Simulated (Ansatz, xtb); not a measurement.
## Ranking isomers of FGeH4Si+

4 gas-phase structures of FGeH4Si+, found in a search over its isomers (lower ones may exist). Each was relaxed with GFN2-xTB:

A. a singlet given by its coordinates
B. `F[SiH2][GeH2+]`, a singlet
C. `[F][GeH2][SiH2+]`, a singlet
D. `F[SiH+][GeH3]`, a singlet

A (Å):

```xyz
7

F    -0.8068    2.1186   -1.7022
Ge    0.5933    3.1129   -1.3663
Si    1.3432    1.6521    0.7107
H     0.3440    4.1240   -2.5777
H     2.2473    2.6210    1.3471
H    -0.0031    1.4739    1.2716
H     1.9484    0.5506   -0.0527
```

Close contacts (Å): F1–Ge2 1.75, Ge2–Si3 2.65, Ge2–H4 1.60, Si3–H5 1.47, Si3–H6 1.47, Si3–H7 1.47.

Q: Which do you expect lowest at r2SCAN-D4/def2-SVP, and how would the others follow?

A: Calculated order at r2SCAN-D4/def2-SVP: D (0.000), B (0.095), A (0.591), C (1.042) eV.

Energies above the lowest of each column, in eV; the last columns are at B3LYP/6-31G* geometries and were run for some of them only (a dash: not run or not comparable):

```json
{"structure": "D", "GFN2-xTB": "0.422", "HF/STO-3G": "0.000", "r2SCAN-D4/def2-SVP": "0.000", "B3LYP/6-31G*": "0.050", "CCSD(T)/def2-TZVP": "0.028"}
{"structure": "B", "GFN2-xTB": "0.324", "HF/STO-3G": "1.058", "r2SCAN-D4/def2-SVP": "0.095", "B3LYP/6-31G*": "0.000", "CCSD(T)/def2-TZVP": "0.000"}
{"structure": "A", "GFN2-xTB": "0.000", "HF/STO-3G": "1.587", "r2SCAN-D4/def2-SVP": "0.591", "B3LYP/6-31G*": "0.393", "CCSD(T)/def2-TZVP": "0.501"}
{"structure": "C", "GFN2-xTB": "0.952", "HF/STO-3G": "1.065", "r2SCAN-D4/def2-SVP": "1.042", "B3LYP/6-31G*": "–", "CCSD(T)/def2-TZVP": "–"}
```

CCSD(T)/def2-TZVP puts B lowest of those it was run on, with D within 1 kcal/mol; GFN2-xTB picks A. CCSD(T)/def2-TZVP orders those it was run on as B (0.000), D (0.028), A (0.501) eV. Less than 1 kcal/mol parts B and D, so the order within that pair means little. Flexible structures stand in one conformer each, not always the lowest. D keeps a small imaginary mode. Frequencies (B3LYP/6-31G*) were run for A, B, D alone.

Over these structures GFN2-xTB departs from r2SCAN-D4/def2-SVP by 0.333 eV on average once a common shift is removed. A GFN2-xTB relaxation took about 0.056 s and the r2SCAN-D4/def2-SVP energy about 1.1 s on a shared host (Ansatz 0.2.0, xtb 6.7.1 (Pople sets with spherical d functions)).
